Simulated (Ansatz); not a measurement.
Energy profile

The step: SnH₄O ([OH][SnH3]) + HCl → SnH₃Cl ([Cl][SnH3]) + H₂O; bonds formed: Sn1–Cl7, O2–H6; bonds broken: Sn1–O2, H6–Cl7 (atoms numbered as in the saddle structure below).

Sn1  (-0.724, -0.200, -0.627)
O2  (0.405, -0.376, 1.123)
H3  (0.064, -1.149, -1.774)
H4  (-1.059, 1.428, -0.931)
H5  (-2.106, -0.988, 0.015)
H6  (1.290, 0.237, 0.701)
Cl7  (2.092, 1.029, -0.428)
H8  (0.037, 0.019, 1.921)
(Å)

Electronic energies by CCSD(T) at an estimated basis limit (MP2 extrapolated from triple and quadruple zeta, plus CCSD(T) − MP2 in triple zeta), on PBE0-D4/def2-TZVP structures; SnH5ClO, singlet; no counterpoise correction. Program: Ansatz 0.2.0. Basis: def2-TZVPP and def2-QZVPP. Cores are frozen in the correlated methods. Filled d shells of the heavier atoms are correlated. Core potentials replace the inner electrons of the atoms past krypton. The def2 sets are not built for correlating such inner shells, so the correlated values are less sure here. Extrapolation: Hartree–Fock as exp(−7.88 √X), correlation as X^−2.97.

Give the profile in kcal/mol, counted from the separated reactants. (An estimate is asked for; the value comes from the calculation.)

The calculation gives:
```
                                                                                              point  kcal/mol
 separated: SnH4O (linked as [OH][SnH3]; Sn1, O2, H3, H4, H5, H8; singlet) + HCl (H6, Cl7; singlet)      0.00
                                                                                    start structure     -7.26
                                                                                             saddle     -2.54
                                                                                      end structure    -23.50
separated: SnH3Cl (linked as [Cl][SnH3]; Sn1, H3, H4, H5, Cl7; singlet) + H2O (O2, H6, H8; singlet)    -18.73
```
The saddle lies below the separated reactants: the barrier is submerged.

The T1 diagnostic stays at or below 0.014.

Hydrogen chloride, the by-product of chloride precursors, can attack films and sites by steps of this kind.

For scale, one of the runs: CCSD(T)/def2-TZVPP, 193 basis functions, launched by `ansatz run in.yaml --threads 4 --pin off --events-out ev --progress --plain --max-ram 9574MiB`. Time: 120 s of wall clock on 4 CPU threads of an AMD EPYC; the host was shared. Peak host memory: 2.4 GiB.
